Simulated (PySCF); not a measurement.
Si(Me)(OAc)(OMe)2, C5H12O4Si, SMILES CO[Si](C)(OC)OC(C)=O, GFN2-xTB optimised geometry.

```
22

C     -1.12     2.24     1.01
O     -1.14     1.28     0.00
Si    -0.42    -0.17     0.00
C      1.48    -0.17     0.00
O     -1.13    -0.82    -1.29
C     -0.78    -1.97    -2.00
O     -0.93    -0.89     1.44
C     -0.81    -2.18     1.74
C     -1.41    -2.51     3.07
O     -0.29    -2.98     1.01
H     -0.14     2.74     1.05
H     -1.32     1.79     1.99
H     -1.89     2.98     0.79
H      1.87    -1.18     0.02
H      1.87     0.32    -0.89
H      1.89     0.35     0.86
H     -1.63    -2.23    -2.65
H      0.10    -1.78    -2.62
H     -0.58    -2.80    -1.33
H     -0.97    -1.88     3.84
H     -1.25    -3.56     3.31
H     -2.48    -2.30     3.05
```

Density from PBE0/def2-SVP run with PySCF 2.14.0 at that geometry.

Minimum of the electron density along straight lines between bonded atoms, close to the bond critical point (lines longer than 1.1 times the sum of covalent radii, or with two minima, are not listed):

| bond | length / Å | ρ at the minimum / e bohr⁻³ | ∇²ρ there / e bohr⁻⁵ | position (fraction from the first atom) |
|---|---|---|---|---|
| C1–O2 | 1.399 | 0.256 | -0.29 | 0.34 |
| O2–Si3 | 1.613 | 0.134 | 1.14 | 0.59 |
| Si3–C4 | 1.901 | 0.115 | 0.29 | 0.38 |
| Si3–O5 | 1.609 | 0.135 | 1.14 | 0.41 |
| O5–C6 | 1.405 | 0.250 | -0.26 | 0.66 |
| Si3–O7 | 1.687 | 0.112 | [?] | 0.41 |
| O7–C8 | 1.325 | 0.309 | [?] | 0.67 |
| C8–C9 | 1.505 | 0.260 | -0.64 | 0.52 |
| C8–O10 | 1.203 | 0.420 | 0.31 | 0.33 |
| C1–H11 | 1.092 | 0.281 | -1.06 | 0.63 |
| C1–H12 | 1.091 | 0.283 | -1.08 | 0.63 |
| C1–H13 | 1.090 | 0.284 | -1.09 | 0.64 |
| C4–H14 | 1.087 | 0.272 | -0.98 | 0.63 |
| C4–H15 | 1.086 | 0.271 | -0.97 | 0.63 |
| C4–H16 | 1.087 | 0.270 | -0.96 | 0.62 |
| C6–H17 | 1.090 | 0.283 | -1.09 | 0.64 |
| C6–H18 | 1.092 | 0.281 | -1.06 | 0.63 |
| C6–H19 | 1.090 | 0.286 | -1.12 | 0.64 |
| C9–H20 | 1.087 | 0.275 | -1.01 | 0.63 |
| C9–H21 | 1.086 | 0.279 | -1.05 | 0.64 |
| C9–H22 | 1.088 | 0.275 | -1.01 | 0.63 |

Q: Some entries are withheld; supply them.

A: 
- Si3–O7, ∇²ρ there / e bohr⁻⁵: 0.85
- O7–C8, ∇²ρ there / e bohr⁻⁵: -0.23
